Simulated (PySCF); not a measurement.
# A small calculation by hand: oscillator strength and radiative lifetime

Zn(SH)(SMe) (CH4S2Zn), SMILES C[S][Zn][SH].

The structure is a stationary point at PBE0-D3(BJ)/def2-SVP. Other conformers were not sampled.

TDA-M06-2X/def2-SVPD run with PySCF puts the first singlet state with f over 0.02 at 5.23 eV (vertical), with the transition dipole (-0.014, -0.037, -0.554) in atomic units.

Find the oscillator strength, the wavelength and the radiative lifetime that this transition would have in vacuum if emission retraced absorption.


|μ|² = 0.3085 au, so |μ| = 1.41 D. ΔE = 5.23/27.211 = 0.1922 hartree. f = (2/3) ΔE |μ|² = 0.040 (the program prints 0.040).
λ = 1239.84/5.23 = 237 nm; ν = 42183 cm⁻¹.
Einstein's coefficient A = 0.6670 ν² f s⁻¹ (ν in cm⁻¹) = 4.7e7 s⁻¹, so τ = 1/A = 21 ns. This state is S3; the lower singlets have f = 0.015, 0.010. The figure is the radiative limit of this one transition; relaxation, internal conversion, crossing to triplets and a medium change what is measured.
